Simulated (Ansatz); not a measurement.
C2H7NSi can be A, `C[SiH]1CN1`, or B, `C1C[SiH2]N1`.

Computed with Ansatz on PBE0-D4/def2-TZVP structures; ΔE is electronic, products minus reactants. CCSD(T)/CBS is the MP2 limit (def2-TZVPP, def2-QZVPP) plus CCSD(T) − MP2 in def2-TZVPP, frozen cores. DFT in def2-TZVPP. B3LYP here is the variant with VWN-RPA as its local correlation; programs differ in this.

**Question.** Which is lower in electronic energy at CCSD(T)/CBS, and by how much? (Estimate.)

**Answer.** Computed: B, by 10.4 kcal/mol.

**Question.** Give E(B) − E(A) in kcal/mol with PBE-D4, BLYP-D4, ωB97M-V, B3LYP, B2PLYP, CCSD(T)/def2-SVP, CCSD(T)/def2-TZVPP. (Best estimate.)

**Answer.** Ansatz gave: PBE-D4 -8.1, BLYP-D4 -8.1, ωB97M-V -10.0, B3LYP -9.1, B2PLYP -9.7, CCSD(T)/def2-SVP -14.1, CCSD(T)/def2-TZVPP -10.7. None reverses the order clearly.

**Question.** Does the order hold for the free energy at 298.15 K (harmonic terms from PBE0-D4)? (Estimate.)

**Answer.** Computed: Yes: G(B) − G(A) = -9.8 kcal/mol.

Largest T1 diagnostic: 0.011.

At CCSD(T), def2-SVP lies −3.7 kcal/mol from the extrapolated value and def2-TZVPP −0.3 kcal/mol. From r2SCAN to r2SCAN0 (25 % exact exchange), in def2-TZVPP and without D4, E(B) − E(A) moves by −1.7 kcal/mol.
